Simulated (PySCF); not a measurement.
H4PSi, SMILES [SiH2]P, multiplicity 2.

Geometry: PBE0-D3(BJ)/def2-TZVP. The isomer is the one that the SMILES or the coordinates give; other isomers of the formula were not compared.

Method: PySCF with PBE/def2-TZVPD.

The molecule is in vacuum.

| Quantity | Value |
|---|---|
| total energy | -632.90133 hartree |
| point group | Cs |
| α spin, highest occupied and lowest empty level | -4.95 and -0.77 eV |
| β spin, highest occupied and lowest empty level | -6.90 and -3.48 eV |
| dipole moment | 0.59 D |
| quadrupole, principal values (traceless, Buckingham form, about the centre of nuclear charge) | -2.98, 1.11, 1.87 D·Å |
| mean static polarisability | 66.2 bohr³ (9.81 Å³) |
| polarisability, principal values | 56.0, 56.4, 86.1 bohr³ |
| ⟨S²⟩ | 0.753 (pure state 0.75) |
